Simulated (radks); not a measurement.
Initial-state core-level shifts of the technetium ion Tc+ when its valence configuration changes from [Kr] 4d5 5s1. Calculated with a radial shooting solver on a logarithmic mesh with Libxc functionals: Dirac Kohn-Sham, BLYP, spin-unpolarised, spherical densities, finite nucleus; open shells fill j = l - 1/2 first; Fermi nuclear charge, rms radius 4.4112 fm. Shifts are changes of the shell-averaged eigenvalues in eV (positive: less bound); the change of the density at the nucleus, which sets a Mossbauer isomer shift, is in e/bohr^3, on a base of 1.002e+05.

valence              2s      3d      4s      4p  density at nucleus
4d5 5p1          -1.169  -1.181  -1.188  -1.183              -16.19
4d4 5s1 5p1      -5.477  -5.402  -4.941  -4.735               +5.57
4d5.5 5s0.5      +1.939  +1.912  +1.749  +1.665               -9.69
4d5.5 5p0.5      +1.351  +1.318  +1.147  +1.064              -17.37
4d5 5s0.5 5p0.5  -0.592  -0.598  -0.601  -0.599               -7.94
4d4 5s2          -4.307  -4.222  -3.771  -3.576              +22.96
4d4.5 5s1 5p0.5  -2.677  -2.646  -2.441  -2.345               +2.64
4d6              +3.725  +3.682  +3.391  +3.233              -18.31
4d4.5 5s1.5      -2.084  -2.048  -1.844  -1.751              +10.86
